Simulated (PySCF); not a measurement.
Cl2H4SSi2, SMILES Cl[SiH2]S[SiH2]Cl. Geometry optimised at PBE-D3(BJ)/def2-SVP. The structure was generated by enumeration, and PubChem lists no compound with its InChIKey, so it may never have been made. The values are those of a single conformer.

Give the equilibrium geometry at PBE-D3(BJ)/def2-SVP (PySCF confirms it by a frequency run) as Cartesian coordinates in Å, and its point group. (An estimate is asked for; the answer gives what the named calculation found.)

Several could match; the one computed here: point group C2.
```xyz
9

Si    -1.3474    -0.9047    -0.0732
Cl    -2.6541     0.4881     0.7519
S      0.0000     0.0000    -1.4959
Si     1.3474     0.9047    -0.0732
Cl     2.6541    -0.4881     0.7519
H     -0.5678    -1.5145     1.0512
H     -2.1381    -1.9163    -0.8400
H      0.5678     1.5145     1.0512
H      2.1381     1.9163    -0.8400
```
